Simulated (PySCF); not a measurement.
C₄H₅NO₂S.
SMILES with atom numbers: `[CH2:1]=[C:2]([C:3]#[N:4])[S:5]([CH3:6])(=[O:7])=[O:8]` (hydrogens: H9, H10 on C1; H11, H12, H13 on C6)

The calculation used PySCF, TDDFT PBE0/def2-SVPD, vertical, gas phase, core orbitals frozen in the response. Isolated species at its GFN2-xTB geometry (one conformer only). Torsions of this conformer, `[CH2:1]=[C:2]([C:3]#[N:4])[S:5]([CH3:6])(=[O:7])=[O:8]`: C1–C2–S5–C6 -128°.

Computed states:

| state | E (eV) | f |
| --- | --- | --- |
| S1 | 5.14 | 0.0014 |
| S2 | 5.59 | 0.013 |
| S3 | 6.09 | 0.072 |
| S4 | 6.32 | 0.138 |
| S5 | 6.36 | 0.0084 |
| S6 | 6.73 | 0.0040 |
| S7 | 6.83 | 0.0027 |
| S8 | 7.30 | 0.0061 |

Each state is given a Gaussian of 0.5 eV full width at half maximum, with ε(max) = 2.175×10⁸ f / Δν̃ (Δν̃ the width in cm⁻¹). The width is an assumption, not a result. The curve ends short of the highest state used, and states not computed would add to its high-energy end.

**Question.** Give the broadened spectrum and its maxima.

**Answer.** 
| λ (nm) | ε (L mol⁻¹ cm⁻¹) |
| --- | --- |
| 185.0 | 2018 |
| 187.8 | 3815 |
| 190.6 | 6213 |
| 193.4 | 8565 |
| 196.2 | 10079 |
| 199.0 | 10300 |
| 201.8 | 9318 |
| 204.5 | 7660 |
| 207.3 | 5731 |
| 210.1 | 4002 |
| 212.9 | 2693 |
| 215.7 | 1833 |
| 218.5 | 1326 |
| 221.3 | 1035 |
| 224.1 | 844 |
| 226.9 | 686 |
| 229.7 | 539 |
| 232.4 | 412 |
| 235.2 | 302 |
| 238.0 | 219 |
| 240.8 | 159 |
| 243.6 | 118 |
| 246.4 | 89 |
| 249.2 | 66 |
| 252.0 | 49 |
| 254.8 | 35 |
| 257.6 | 24 |
| 260.4 | 16 |
| 263.1 | 10 |
| 265.9 | 6 |
| 268.7 | 4 |
| 271.5 | 2 |
| 274.3 | 1 |
| 277.1 | 1 |
| 279.9 | 0 |
| 282.7 | 0 |

Maxima: 198 nm (6.26 eV), ε about 10000, made up of S3 (27%) and S4 (69%) (ε in L mol⁻¹ cm⁻¹; maxima over ε = 5, shares over 10%).

**Question.** Coming from long wavelengths, where does ε first pass 100 L mol⁻¹ cm⁻¹?

**Answer.** At about 245 nm (5.06 eV), 0.08 eV below S1.

**Question.** On this curve, what absorbance would a 10⁻⁴ mol/L sample give at 222 nm over a 1 cm path?

**Answer.** 222 nm is 5.585 eV, where ε is about 980 L mol⁻¹ cm⁻¹, so A = ε c l ≈ 0.098 (Beer–Lambert, with the gas-phase spectrum and the assumed width).

**Question.** What would ε be at 6.26 eV, the highest of these maxima, with half the width (0.25 eV)?

**Answer.** About 15200 L mol⁻¹ cm⁻¹ against 10400, a factor of about 1.5; a lone state at its own centre would give exactly 2.
